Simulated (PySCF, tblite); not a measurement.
C6H10FNS.
Z-matrix (Å and degrees, GFN2-xTB geometry), rows numbered from 1:
```
C 
S   1  1.8148
C   2  1.7616  1  105.15
C   3  1.3280  2  128.51  1   -14.17
F   4  1.3496  3  125.51  2    -1.21
C   3  1.5120  2  112.08  1   164.30
C   6  1.5280  3  110.51  2   -94.27
C   6  1.5007  3  110.67  2   140.54
N   8  1.2521  6  121.24  3   127.87
H   1  1.0848  2  110.43  3    68.72
H   1  1.0857  2  105.52  3  -172.18
H   1  1.0851  2  109.40  3   -53.65
H   4  1.0803  3  122.86  2   178.56
H   6  1.0977  3  107.19  2    24.20
H   7  1.0852  6  109.57  3   179.53
H   7  1.0869  6  110.10  3    59.08
H   7  1.0858  6  109.99  3   -61.48
H   8  1.1005  6  113.66  3   -52.71
H   9  1.0174  8  115.88  6   178.98
```

Jobs on this species (19 atoms, 78 electrons) with PySCF (density fitting) and tblite. Hardware of each: one thread of an Arm Neoverse V1 (shared host). Times come from a shared host and carry two figures at best.

```json
{"level and settings": "GFN2-xTB", "work": "Hessian by finite differences", "basis functions": "–", "SCF cycles": "–", "wall time": "0.76 s"}
{"level and settings": "PBE0/pcSseg-1", "work": "shieldings, charges and field gradients", "basis functions": "210", "SCF cycles": "?", "wall time": "?"}
{"level and settings": "GFN2-xTB", "work": "L-BFGS relaxation", "basis functions": "–", "SCF cycles": "–", "wall time": "0.86 s"}
```

**Question.** Fill in the missing figures.

**Answer.** 
- PBE0/pcSseg-1; shieldings, charges and field gradients: 38 s, 14 SCF cycles

**Question.** What do all jobs in the table cost together?

**Answer.** About 40 s; the longest takes about 96 % of that, and about 50 times as long as the shortest.
